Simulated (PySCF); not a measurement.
C$_{2}$H$_{4}$N, charge +1, singlet, geometry from GFN2-xTB; PySCF with CASSCF(2,4)/6-31G*.

Input for PySCF:
```python
from pyscf import gto, scf, mcscf
import numpy

mol = gto.M(
    atom='''
C     0.00334141    0.00125523   -1.23755640
C    -0.00040118   -0.00015071    0.14858327
N    -0.00350170   -0.00131545    1.29692576
H     0.00839961    1.03012222   -1.61351707
H     0.89303023   -0.51610608   -1.61269688
H    -0.88835179   -0.50910325   -1.61749951
H    -0.00620750   -0.00233191    2.29907192
''',
    basis='6-31g*',
    charge=1,
    verbose=4,
)

mf = scf.RHF(mol)
mf.kernel()
mc = mcscf.CASSCF(mf, 4, 2)
mc.fix_spin_(ss=0.0)
mc.conv_tol = 1e-5
mc.kernel()
occ = numpy.linalg.eigvalsh(mc.fcisolver.make_rdm1(mc.ci, mc.ncas, mc.nelecas))[::-1]
ss = mc.fcisolver.spin_square(mc.ci, mc.ncas, mc.nelecas)[0]
print('natural occupations', occ.round(4), ' <S^2>', round(ss, 4))
```

Predict the main parts of the log of this PySCF run.


```
PySCF version 2.14.0

[INPUT] verbose = 4
[INPUT] num. atoms = 7
[INPUT] num. electrons = 22
[INPUT] charge = 1
[INPUT] spin (= nelec alpha-beta = 2S) = 0
[INPUT] symmetry False subgroup None
[INPUT] Mole.unit = angstrom
[INPUT] Symbol           X                Y                Z      unit          X                Y                Z       unit  Magmom
[INPUT]  1 C      0.003341410000   0.001255230000  -1.237556400000 AA    0.006314349770   0.002372040923  -2.338642659703 Bohr   0.0
[INPUT]  2 C     -0.000401180000  -0.000150710000   0.148583270000 AA   -0.000758120327  -0.000284800624   0.280781686992 Bohr   0.0
[INPUT]  3 N     -0.003501700000  -0.001315450000   1.296925760000 AA   -0.006617253970  -0.002485840231   2.450834490293 Bohr   0.0
[INPUT]  4 H      0.008399610000   1.030122220000  -1.613517070000 AA    0.015872962453   1.946648870629  -3.049105359611 Bohr   0.0
[INPUT]  5 H      0.893030230000  -0.516106080000  -1.612696880000 AA    1.687582555657  -0.975299142423  -3.047555425141 Bohr   0.0
[INPUT]  6 H     -0.888351790000  -0.509103250000  -1.617499510000 AA   -1.678741585367  -0.962065711626  -3.056631080518 Bohr   0.0
[INPUT]  7 H     -0.006207500000  -0.002331910000   2.299071920000 AA   -0.011730474918  -0.004406671247   4.344616269478 Bohr   0.0

nuclear repulsion = 66.1816807619696
number of shells = 26
number of NR pGTOs = 97
number of NR cGTOs = 50
basis = 6-31g*
ecp = {}

******** <class 'pyscf.scf.hf.RHF'> ********
method = RHF
initial guess = minao
damping factor = 0
level_shift factor = 0
DIIS = <class 'pyscf.scf.diis.CDIIS'>
diis_start_cycle = 1
diis_space = 8
diis_damp = 0
SCF conv_tol = 1e-09
SCF conv_tol_grad = None
SCF max_cycles = 50
direct_scf = True
direct_scf_tol = 1e-13
Set gradient conv threshold to 3.16228e-05
Initial guess from minao.
init E= -133.127702592463
  HOMO = -0.384807670480355  LUMO = 0.0837354147677084  gap/eV = 12.74971
cycle= 1 E= -132.163889344223  delta_E= 0.964  |g|= 0.454  |ddm|= 2.39
  HOMO = -0.806976722781496  LUMO = -0.151445223840683  gap/eV = 17.83792
cycle= 2 E= -132.220832962016  delta_E= -0.0569  |g|= 0.192  |ddm|= 0.699
  HOMO = -0.762490075095501  LUMO = -0.0865180723025759  gap/eV = 18.39414
cycle= 3 E= -132.228878449833  delta_E= -0.00805  |g|= 0.0716  |ddm|= 0.184
  HOMO = -0.754339880094167  LUMO = -0.0801886172217531  gap/eV = 18.34459
cycle= 4 E= -132.230055243668  delta_E= -0.00118  |g|= 0.0224  |ddm|= 0.078
  HOMO = -0.759037847457157  LUMO = -0.0832158883224648  gap/eV = 18.39005
cycle= 5 E= -132.230176188019  delta_E= -0.000121  |g|= 0.00257  |ddm|= 0.0219
  HOMO = -0.759174153456722  LUMO = -0.0831754173220865  gap/eV = 18.39486
cycle= 6 E= -132.230179763666  delta_E= -3.58e-06  |g|= 0.000548  |ddm|= 0.00509
  HOMO = -0.759212202723801  LUMO = -0.0831397654754566  gap/eV = 18.39687
cycle= 7 E= -132.230179930949  delta_E= -1.67e-07  |g|= 8.39e-05  |ddm|= 0.00121
  HOMO = -0.759209729286087  LUMO = -0.0831416656240297  gap/eV = 18.39675
cycle= 8 E= -132.230179934669  delta_E= -3.72e-09  |g|= 2.24e-05  |ddm|= 0.000233
  HOMO = -0.759209801422982  LUMO = -0.0831393176670987  gap/eV = 18.39681
cycle= 9 E= -132.230179934842  delta_E= -1.73e-10  |g|= 3.61e-06  |ddm|= 3.82e-05
  HOMO = -0.759209775439717  LUMO = -0.0831394382410962  gap/eV = 18.39681
Extra cycle  E= -132.230179934847  delta_E= -5e-12  |g|= 1.32e-06  |ddm|= 6.84e-06
converged SCF energy = -132.230179934847

******** <class 'pyscf.mcscf.mc1step.CASSCF'> ********
CAS (1e+1e, 4o), ncore = 10, nvir = 36
max_cycle_macro = 50
max_cycle_micro = 4
conv_tol = 1e-05
conv_tol_grad = None
orbital rotation max_stepsize = 0.02
orbital rotation threshold for CI restart = 0.01
augmented hessian ah_max_cycle = 30
augmented hessian ah_conv_tol = 1e-12
augmented hessian ah_linear dependence = 1e-14
augmented hessian ah_level shift = 1e-08
augmented hessian ah_start_tol = 2.5
augmented hessian ah_start_cycle = 3
augmented hessian ah_grad_trust_region = 3
kf_trust_region = 3
kf_interval = 4
ci_response_space = 4
ci_grad_trust_region = 3
with_dep4 0
natorb = False
canonicalization = True
sorting_mo_energy = False
ao2mo_level = 2
internal_rotation = False
******** <class 'pyscf.fci.addons.SpinPenaltyFCISolver'> ********
max. cycles = 50
conv_tol = 1e-08
davidson only = True
linear dependence = 1e-12
level shift = 0.001
max iter space = 12
nroots = 1
pspace_size = 400
spin = None
CASCI E = -132.235998306941  S^2 = 0.0000000
Set conv_tol_grad to 0.00316228
macro iter   1 ( 21 JK    4 micro), CASSCF E = -132.244505757646  dE = -8.50745071e-03  S^2 = 0.0000000
               |grad[o]|=0.0181  |grad[c]|=0.0117  |ddm|=0.0407  |maxRot[o]|=0.158
macro iter   2 ( 21 JK    4 micro), CASSCF E = -132.252198899048  dE = -7.69314140e-03  S^2 = 0.0000000
               |grad[o]|=0.0261  |grad[c]|=0.00709  |ddm|=0.0147  |maxRot[o]|=0.159
macro iter   3 ( 21 JK    4 micro), CASSCF E = -132.255725894630  dE = -3.52699558e-03  S^2 = 0.0000000
               |grad[o]|=0.0189  |grad[c]|=0.0094  |ddm|=0.00569  |maxRot[o]|=0.282
macro iter   4 ( 21 JK    4 micro), CASSCF E = -132.257510537510  dE = -1.78464288e-03  S^2 = 0.0000000
               |grad[o]|=0.0114  |grad[c]|=0.00323  |ddm|=0.00254  |maxRot[o]|=0.244
macro iter   5 ( 21 JK    4 micro), CASSCF E = -132.259119646112  dE = -1.60910860e-03  S^2 = 0.0000000
               |grad[o]|=0.00605  |grad[c]|=0.00463  |ddm|=0.00298  |maxRot[o]|=0.289
macro iter   6 ( 19 JK    4 micro), CASSCF E = -132.260012950965  dE = -8.93304854e-04  S^2 = 0.0000000
               |grad[o]|=0.00374  |grad[c]|=0.00144  |ddm|=0.0016  |maxRot[o]|=0.242
macro iter   7 (  4 JK    1 micro), CASSCF E = -132.260018328285  dE = -5.37731989e-06  S^2 = 0.0000000
               |grad[o]|=0.00117  |grad[c]|=0.000511  |ddm|=0.000731  |maxRot[o]|=0.0213
macro iter   8 (  3 JK    1 micro), CASSCF E = -132.260018678964  dE = -3.50678846e-07  S^2 = 0.0000000
               |grad[o]|=0.000674  |grad[c]|=0.000173  |ddm|=0.000438  |maxRot[o]|=0.00258
1-step CASSCF converged in   8 macro (131 JK  26 micro) steps
CASSCF canonicalization
Density matrix diagonal elements [1.94697435e+00 9.45648587e-03 4.19093803e-02 1.65978016e-03]
CASSCF energy = -132.260018678964
CASCI E = -132.260018678964  E(CI) = -2.19080972387565  S^2 = 0.0000000
natural occupations [1.9477e+00 4.8700e-02 1.9000e-03 1.7000e-03]  <S^2> 0.0
```
